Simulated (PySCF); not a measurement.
Compound: InH2(NH2).
Cartesian coordinates in Å at the PBE0-D3(BJ)/def2-SVP level; atoms count from 1:
```
atom  x, y, z in Å
In1    0.492    0.818    0.009
H2     2.164    0.664    0.389
H3    -0.419    2.232   -0.358
N4    -0.551   -0.908    0.000
H5    -1.537   -0.984   -0.221
H6    -0.150   -1.821    0.180
```

Theory: PySCF 2.14.0, PBE0-D3(BJ)/def2-SVP geometry optimisation, gas phase, def2 core potentials past Kr.

Masses are those of the commonest isotopes; rigid-rotor values at the optimised geometry. 

Problem. Give the principal moments of inertia and the rotational constants in MHz.

Solution. Ia = 6.29, Ib = 63.93, Ic = 70.21 u·Å²; 505379 MHz·u·Å²/I gives A = 80379, B = 7906, C = 7198 MHz.

Problem. What kind of rotor is it?

Solution. A near-prolate asymmetric top. Ray's parameter κ = (2B − A − C)/(A − C) = -0.981; −1 is the prolate and +1 the oblate limit.

Problem. What does the inertial defect say?

Solution. Planar: Δ = Ic − Ia − Ib = 0.00 u·Å². For a rigid frame Δ = −2 Σ m c², so it vanishes when all atoms lie in the ab plane; here none is more than 0.02 Å from it.

Problem. Which lines would a microwave search look for?

Solution. The dipole components are |μa| = 0.74 D, |μb| = 0.00 D, |μc| = 0.05 D. Intensities carry the squares of the components, which stand as 1.00 : 0.00 : 0.01 (a : b : c). Some lines, for components of 0.1 D or more:

| type | branch | J(Ka,Kc) | MHz | lower level (cm⁻¹) |
| --- | --- | --- | --- | --- |
| a | Q | 1(1,0) ← 1(1,1) | 708 | 2.921 |
| a | Q | 2(1,1) ← 2(1,2) | 2123 | 3.905 |
| a | Q | 3(1,2) ← 3(1,3) | 4247 | 5.381 |
| a | R | 1(0,1) ← 0(0,0) | 15103 | 0.000 |
| a | R | 2(1,2) ← 1(1,1) | 29499 | 2.921 |
| a | R | 2(0,2) ← 1(0,1) | 30201 | 0.504 |
| a | R | 2(1,1) ← 1(1,0) | 30914 | 2.945 |
| a | R | 3(1,3) ← 2(1,2) | 44245 | 3.905 |
| a | R | 3(0,3) ← 2(0,2) | 45289 | 1.511 |
| a | R | 3(2,2) ← 2(2,1) | 45310 | 11.228 |
| a | R | 3(2,1) ← 2(2,0) | 45330 | 11.229 |
| a | R | 3(1,2) ← 2(1,1) | 46368 | 3.976 |

Atoms past krypton carry def2 core potentials. PBE0-D3(BJ)/def2-SVP frequencies: not computed here. No vibrational averaging or centrifugal distortion is included, and the geometry carries the error of its method. Quadrupole hyperfine structure (14N) is left out.
